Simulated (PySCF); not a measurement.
```xyz
3
charge 1 multiplicity 1, angstrom
Sc    0.0000    0.0000   -0.9877
Br    1.9521    0.0000    0.2813
Br   -1.9521    0.0000    0.2813
```

These are results of PBE0/[Sc def2-SVP, Br def2-SVP], no relativity, density fitting, PySCF, not measurements.

This geometry of ScBr₂⁺ is a stationary point at this level.

(1) What is the point group?

(2) Is it a minimum?

(3) List the harmonic modes with their infrared intensities.

Answers

(1) C2v.

(2) Yes: all harmonic wavenumbers are real.

(3) 
| symmetry | ω (cm⁻¹) | IR (km/mol) |
| --- | --- | --- |
| a1 | 70 | 6.4 |
| a1 | 356 | 30.5 |
| b2 | 426 | 153 |

Stability towards spin polarisation was not tested. Other isomers or separated fragments may lie lower.
